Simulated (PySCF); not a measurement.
## The first ionisation energy along the 3d series

Calculated with PySCF 2.14 from differences of total energies of unrestricted determinants, without spin-orbit coupling. Values in eV. The last column holds reference values (NIST; (s) semi-empirical, (t) theoretical, else measured). Unmarked ones compare directly (S terms, centres of terms, or small fine structure); those marked * lie between the lowest fine-structure levels and include a spin-orbit shift.

```csv
element,configurations,UHF,MP2 (valence),SCS-MP2 (valence),PBE0,reference
"Sc (x2c-TZVPall, spin-free X2C)",[Ar] 3d1 4s2 → [Ar] 3d1 4s1,5.394,6.054,6.189,6.389,6.562
"Ti (x2c-TZVPall, spin-free X2C)",[Ar] 3d2 4s2 → [Ar] 3d2 4s1,5.561,6.289,6.442,n/a,6.828
"V (x2c-TZVPall, spin-free X2C)",[Ar] 3d3 4s2 → [Ar] 3d4,6.140,6.490,6.937,6.355,6.732
"Cr (x2c-TZVPall, spin-free X2C)",[Ar] 3d5 4s1 → [Ar] 3d5,6.016,6.408,6.147,7.065,6.767
"Mn (x2c-TZVPall, spin-free X2C)",[Ar] 3d5 4s2 → [Ar] 3d5 4s1,6.027,6.868,7.046,n/a,7.434
"Fe (x2c-TZVPall, spin-free X2C)",[Ar] 3d6 4s2 → [Ar] 3d6 4s1,6.438,7.345,7.501,7.660,7.904
"Co (x2c-TZVPall, spin-free X2C)",[Ar] 3d7 4s2 → [Ar] 3d8,8.283,7.423,7.502,7.877,7.869
"Ni (x2c-TZVPall, spin-free X2C)",[Ar] 3d8 4s2 → [Ar] 3d9,8.209,6.991,7.220,7.803,7.640 *
"Cu (x2c-TZVPall, spin-free X2C)",[Ar] 3d10 4s1 → [Ar] 3d10,6.598,7.390,7.262,7.990,7.726
"Zn (x2c-TZVPall, spin-free X2C)",[Ar] 3d10 4s2 → [Ar] 3d10 4s1,7.791,8.939,8.971,9.297,9.394
```

```json
{"method": "UHF", "elements": "9", "mean error (eV)": "-0.996", "mean absolute error (eV)": "1.088", "largest error (eV)": "-1.603"}
{"method": "MP2 (valence)", "elements": "9", "mean error (eV)": "-0.445", "mean absolute error (eV)": "0.445", "largest error (eV)": "-0.566"}
{"method": "SCS-MP2 (valence)", "elements": "9", "mean error (eV)": "-0.358", "mean absolute error (eV)": "0.403", "largest error (eV)": "-0.620"}
{"method": "PBE0", "elements": "7", "mean error (eV)": "-0.046", "mean absolute error (eV)": "0.209", "largest error (eV)": "-0.377"}
```

Errors include the incompleteness of the basis and the frozen core.

"Valence" correlates the outer s and p shells and, in groups 3 to 12 and the f block, the outer d or f shell, open or full, or the next shell where the ion has no valence electron left; the wider scheme adds the next inner shell.
